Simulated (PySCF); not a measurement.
Symmetry of computed structures. Level of theory: PBE0-D3(BJ)/def2-SVP geometry optimisation, gas phase (PySCF). The symmetry is that of the one conformer found, every atom within 0.08 Å of its image; none is proved a minimum here.

Q: `[CH2:1]=[N:2][CH2:3][CH3:4]` with C1–N2–C3–C4 -122°: symmetry, top, dipole?

A: C1; near-prolate asymmetric top; symmetry number 1; this conformer is chiral (no improper operation); dipole 1.34 D.

Q: Point group, rotor type and polarity of `[O:1]=[CH:2][O:3][SiH:4]1[SiH2:5][SiH2:6][SiH2:7]1` with O1–C2–O3–Si4 0°, C2–O3–Si4–Si5 50°, O3–Si4–Si5–Si6 -104°, Si4–Si5–Si6–Si7 -9°, Si5–Si6–Si7–Si4 9°, O3–Si4–Si7–Si6 103°?

A: Cs; asymmetric top; symmetry number 1; 2 operations, which sort the 15 atoms into 12 sets; dipole 1.19 D, in the ac plane, which is the mirror; A, B, C = 1593, 1079, 974.7 MHz; heavy atoms equivalent by symmetry: Si5/Si7.

Q: What symmetry has `[CH3:1][NH:2][B:3]([CH3:4])[CH3:5]` with H–C1–N2–B3 0° (nearest H), H–C4–B3–N2 58° (nearest H), H–C5–B3–N2 0° (nearest H)?

A: Cs; asymmetric top; symmetry number 1; 2 operations, which sort the 15 atoms into 12 sets; dipole 1.44 D, in the ab plane, which is the mirror; A, B, C = 7124, 3459, 2435 MHz; heavy atoms equivalent by symmetry: none.
